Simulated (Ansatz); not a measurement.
Job for Ansatz (a program for electronic structure): R-PBE/def2-TZVPPD on C2H5F (a complex). Files ending in .json are basis or fitting sets from the Basis Set Exchange.

Ansatz 0.2 input:
```yaml
crystal:
  periodic: [false, false, false]
  atoms:
    - {symbol: F, position_ang: [-0.04401971, 0.39980914, -0.26978324]}
    - {symbol: H, position_ang: [-0.01821981, 0.28339397, 0.65836339]}
    - {symbol: C, position_ang: [0.40678576, -0.52995071, 2.68810251]}
    - {symbol: C, position_ang: [-0.32636747, 0.56682734, 2.84589949]}
    - {symbol: H, position_ang: [-0.04773038, -1.50761008, 2.58250596]}
    - {symbol: H, position_ang: [1.48925765, -0.49251672, 2.66788410]}
    - {symbol: H, position_ang: [0.12838507, 1.54332740, 2.96080789]}
    - {symbol: H, position_ang: [-1.40858318, 0.52820626, 2.87544655]}
basis:
  gaussian:
    orbitals: def2-TZVPPD.json
hamiltonian:
  xc: {name: PBE}
scf: {lower_state_search: off}
```

The log:

```
WARN ansatz: RAYON_NUM_THREADS=2 ignored (pool sized by the plan → 2); use --threads N
Functional definition: PBE
these checks for a lower state are left out or cut short: stability, starts, cluster_reference, orbital_swaps, neighbouring_geometries, increment
integrals: 0.07 GiB planned
840 factors; their error is unknown
mean field: 0.71 GiB planned
mean field evaluation 1: about -4859.4076 eV, gradient 6.5e1 eV
mean field evaluation 2: about -4846.1082 eV, gradient 1.0e2 eV
mean field evaluation 4: about -4868.2170 eV, gradient 7.7e0 eV
mean field evaluation 8: about -4868.3017 eV, gradient 6.6e-2 eV
mean field evaluation 16: about -4868.3017 eV, gradient 2.7e-6 eV
mean field -4868.30170364 eV, -178.9067877553 hartree, gradient 2.8e-6 eV, S^2 0.000000; 0 other end points of the search recorded, 0 dependent functions left out
reference -4868.30175043 eV, -178.9067894748 hartree; 13, 13 occupied and 186, 186 virtual orbitals, 840 factors
Total energy: -4868.30175043 eV, -178.9067894748 hartree
Checks for a lower state left out: stability, starts, cluster_reference, orbital_swaps, neighbouring_geometries, increment
```

The run converged.

Cost: about 1.0 core-seconds (a rough figure).
